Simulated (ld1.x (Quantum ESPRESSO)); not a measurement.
## u(r) = r·R(r): atom against pseudo-atom (Ni (Z = 28))

Columns: radius, all-electron u(r) and pseudo u(r) of the 3s shell (level -110.78 eV) of nickel in the configuration [Ne] 3s2 3p6 3d8 4s2 4p0; PBEsol, scalar-relativistic, RRKJ scheme, ld1.x (Quantum ESPRESSO) 7.5.

```json
{"r (bohr)": "0.057", "all-electron": "0.1667", "pseudo": "0.0673"}
{"r (bohr)": "0.115", "all-electron": "-0.4889", "pseudo": "0.1427"}
{"r (bohr)": "0.172", "all-electron": "-0.6924", "pseudo": "0.2309"}
{"r (bohr)": "0.230", "all-electron": "-0.4896", "pseudo": "0.3428"}
{"r (bohr)": "0.288", "all-electron": "-0.0916", "pseudo": "0.4832"}
{"r (bohr)": "0.345", "all-electron": "0.3298", "pseudo": "0.6497"}
{"r (bohr)": "0.402", "all-electron": "0.6962", "pseudo": "0.8350"}
{"r (bohr)": "0.460", "all-electron": "0.9782", "pseudo": "1.0201"}
{"r (bohr)": "0.518", "all-electron": "1.1642", "pseudo": "1.1714"}
{"r (bohr)": "0.575", "all-electron": "1.2639", "pseudo": "1.2643"}
{"r (bohr)": "0.632", "all-electron": "1.2977", "pseudo": "1.2977"}
{"r (bohr)": "0.690", "all-electron": "1.2815", "pseudo": "1.2815"}
{"r (bohr)": "0.747", "all-electron": "1.2308", "pseudo": "1.2308"}
{"r (bohr)": "0.805", "all-electron": "1.1565", "pseudo": "1.1565"}
{"r (bohr)": "0.862", "all-electron": "1.0704", "pseudo": "1.0704"}
{"r (bohr)": "0.920", "all-electron": "0.9769", "pseudo": "0.9769"}
{"r (bohr)": "0.977", "all-electron": "0.8840", "pseudo": "0.8840"}
{"r (bohr)": "1.035", "all-electron": "0.7919", "pseudo": "0.7919"}
{"r (bohr)": "1.092", "all-electron": "0.7060", "pseudo": "0.7060"}
{"r (bohr)": "1.150", "all-electron": "0.6246", "pseudo": "0.6246"}
{"r (bohr)": "1.208", "all-electron": "0.5500", "pseudo": "0.5500"}
{"r (bohr)": "1.265", "all-electron": "0.4834", "pseudo": "0.4834"}
{"r (bohr)": "1.322", "all-electron": "0.4234", "pseudo": "0.4234"}
{"r (bohr)": "1.380", "all-electron": "0.3690", "pseudo": "0.3690"}
{"r (bohr)": "1.438", "all-electron": "0.3208", "pseudo": "0.3208"}
{"r (bohr)": "1.495", "all-electron": "0.2789", "pseudo": "0.2789"}
```

(1) How many radial nodes do the two functions have?

(2) At about which radius was the pseudo-wave matched?

(3) Is the pseudo-wave norm-conserving?

Answers

(1) The all-electron 3s function has n − l − 1 = 2; the pseudo-wave has 0, since the states of the same l below it are removed with the core.

(2) 0.65 bohr. The columns agree to 0.0005 from 0.57 bohr on; several derivatives are matched, so the curves merge somewhat inside the radius.

(3) Yes: the RRKJ scheme keeps the norm inside the radius equal to the all-electron one, which fixes the energy derivative of the logarithmic derivative at the level.
